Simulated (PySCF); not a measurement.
Two-component Hartree-Fock for Tb(39+) (terbium, charge +39)

Start: [Ar] 3d8; 3d3/2 filled at m_j = -3/2, -1/2, +1/2, +3/2; 3d5/2 filled at m_j = -1/2, +1/2, +3/2, +5/2. Calculated with PySCF 2.14 in an uncontracted even-tempered set (16 s from 8.1 bohr⁻², ratio 2.8; 12 p from 11 bohr⁻², ratio 2.8; 8 d from 11 bohr⁻², ratio 2.8; 3 f from 40 bohr⁻², ratio 3): generalised Hartree-Fock with the X2C-1e Hamiltonian and a Gaussian nucleus; one run each with spin-orbit coupling (SO) switched off, then screened by Boettger's factors.

```tsv
spinor shell	electrons	ε, spin-free (eV)	ε, screened SO (eV)	weight of nominal j (screened SO)	rms radius, screened SO (bohr)
1s1/2	2	-54127.0	-54115.9	1.000	0.0245
2s1/2	2	-10604.3	-10600.3	1.000	0.0987
2p1/2	2	-9628.9	-10162.0	1.000	0.0844
2p3/2	4	-9628.9	-9399.9	1.000	0.0907
3s1/2	2	-3666.3	-3665.1	1.000	0.248
3p1/2	2	-3356.1	-3481.4	0.999	0.239
3p3/2	4	-3356.1	-3301.5	1.000	0.252
3d3/2	4	-2987.8	-3009.1	0.986	0.221
3d5/2	4	-2987.8	-2971.5	0.991	0.224
```

| quantity | spin-free | screened SO |
| --- | --- | --- |
| E (hartree) | -10671.14341 | -10679.97891 |
| M_J | 4 | 4 |
| ⟨J²⟩ | 20.000 | 20.000 |
| ⟨L²⟩ | 12.000 | 12.874 |
| ⟨S²⟩ | 2.000 | 1.824 |

Each row is a mean over spinors that exchange with the open shell spreads, by up to 34.026 eV (3p3/2).

Breit and QED terms are absent; they matter most for the inner s and p1/2 levels.

Densities and radii are taken from the X2C orbitals without a picture-change correction, which distorts them close to the nucleus.

Without spin-orbit coupling the j labels of p, d and f shells carry no meaning; the spin-free column gives the mean over the occupied spinors of each nl shell.
